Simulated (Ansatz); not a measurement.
Consider the formal exchange of groups at a Ge–Ge bond: `[F][Ge]([F])([F])[GeH3]` + `[BH2][AlH2]` → `[AlH2][BH][GeH3]` + `[F][GeH]([F])[F]`.

Program: Ansatz. Geometries: PBE0-D4/def2-TZVP. ΔE: electronic, gas phase. CCSD(T)/CBS adds triple-zeta CCSD(T) − MP2 to the extrapolated MP2 energy (def2 sets, frozen cores). This one scheme is used for every species. DFT in def2-TZVPP. For Ge outer-core shells are correlated without core-valence functions, which leaves a few kJ/mol of doubt a bond. Scalar relativity is left out up to krypton.

```csv
level,ΔE (kJ/mol),difference from CCSD(T)/CBS
LDA (SPW92),29.8,-2.7
PBE0-D4,34.6,2.1
B2PLYP,37.8,5.3
r2SCANh,33.5,1.0
LC-ωPBE,33.4,0.9
HF/def2-SVP,34.0,1.5
MP2/def2-TZVPP,31.8,-0.7
SCS-MP2/def2-TZVPP,32.8,0.3
CCSD/def2-TZVPP,31.0,-1.5
HF/def2-QZVPP,36.4,3.9
CCSD(T)/CBS,32.5,0
```

Largest T1 diagnostic among the species: 0.013.

From BLYP to BHLYP (50 % exact exchange), in def2-TZVPP and without D4, ΔE moves by −4.0 kJ/mol. Leaving LDA and LC-ωPBE aside and taking each functional with its dispersion term where it has one, the values, not all of them listed here, spread over 17.3 kJ/mol, from B97M-V to BLYP-D4. LDA lies −6.3 kJ/mol from PBE without D4.
